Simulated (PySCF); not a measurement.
C3H5NSi.
SMILES with atom numbers: `[CH:1]#[C:2][SiH2:3][N:4]=[CH2:5]` (hydrogens: H6 on C1; H7, H8 on Si3; H9, H10 on C5)

Computed, not measured: PySCF 2.14.0, PBE0-D3(BJ)/def2-SVP geometry optimisation, gas phase.

Question: List the bond lengths, angles and torsions at this level.

Answer: 
```
          bond  length (Å)   order
         C1≡C2       1.218  triple
        C2–Si3       1.841  single
        Si3–N4       1.751  single
         N4=C5       1.262  double
         C1–H6       1.076  single
Si3–H7, Si3–H8       1.488  single
         C5–H9       1.111  single
        C5–H10       1.106  single
```

Bonds in one row agree within 0.01 Å and their mean is given. Orders are formal, as drawn. A selection of angles:
```
    angle  degrees
 C2–C1–H6    179.3
C1–C2–Si3    176.2
C2–Si3–N4    111.9
C2–Si3–H7    109.4
N4–Si3–H7    108.1
H7–Si3–H8    110.1
Si3–N4–C5    125.8
 N4–C5–H9    124.4
N4–C5–H10    120.2
H9–C5–H10    115.4
```

Torsions: C2–Si3–N4–C5 0° (synperiplanar).

The 5 heavy atoms lie in one plane (0.001 Å rms). N4 (C=N nitrogen) is bent (angle 125.8°). Of the pairs four or more bonds apart, C2···H9 is among the closest relative to their van der Waals radii: 2.82 Å, 97 % of the sum of Bondi's values. Si3 (SiH2 silicon) is tetrahedral (angles from 108.1° to 111.9°).

Point group: Cs (every atom within 0.08 Å of its image). No PBE0-D3(BJ)/def2-SVP frequencies stand behind this structure, so it isn't proved a minimum. One conformer, not necessarily the lowest.
